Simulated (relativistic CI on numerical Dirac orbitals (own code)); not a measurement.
# Sensitivity of the levels of Ga XVII to α and to the nuclear radius

These numbers are calculated, not measured: Dirac-Coulomb-Breit CI, orbitals from a KLI potential per configuration, derivatives by finite differences, unscaled Slater integrals, QED left out (own radial code, finite nucleus).

Configurations in the expansion (outside the closed core [Ne]): 3s2.3p3, 3s.3p4, 3s2.3p2.3d, 3p5, 3s.3p3.3d, 3p4.3d, 3s2.3p.3d2, 3s2.3d3, 3s.3p.3d3, 3p3.3d2, 3p2.3d3. Double excitations out of closed p, d and f shells are left out; levels of such configurations are missing from the list, as are those of other unlisted configurations, and high levels can miss mixing partners.

With x = (α/α₀)² − 1 an excitation energy changes as ω = ω₀ + qx; K = 2q/ω₀ is the relative enhancement. Terms are leading LS components, so labels can repeat. The field-shift factor is F = δν/δ⟨r²⟩ for the transition from the lowest level.

Lowest level 3s2.3p3 4S°_3/2.

```
            Level  ω₀ (cm⁻¹)  q (cm⁻¹)  F (GHz/fm²)
  3s2.3p3 2D°_3/2      56363      1498      -0.0233
  3s2.3p3 2D°_5/2      71171     19030      -0.0417
  3s2.3p3 2P°_1/2     108536     19980       -0.504
  3s2.3p3 2P°_3/2     132191     56470       -0.697
    3s.3p4 4P_5/2     402110     35890        -34.8
    3s.3p4 4P_3/2     426763     61600        -34.6
    3s.3p4 4P_1/2     435893     67030        -34.6
    3s.3p4 2D_3/2     494957     47470        -29.6
    3s.3p4 2D_5/2     503263     62500        -30.5
3s2.3p2.3d 2P_3/2     562098     46930        -19.3
    3s.3p4 2P_1/2     571767     48110        -24.1
3s2.3p2.3d 4F_3/2     594317      2891        0.197
3s2.3p2.3d 4F_5/2     604788     13300         0.69
```

At this charge energies of transitions that change n are usually good to better than 1 %, and those within a shell (Δn = 0) to a few per cent.

Problem. Which transition from the lowest level has the largest |K|?

Solution. 3s2.3p3 2P°_3/2 at 132191 cm⁻¹, K = 0.854.
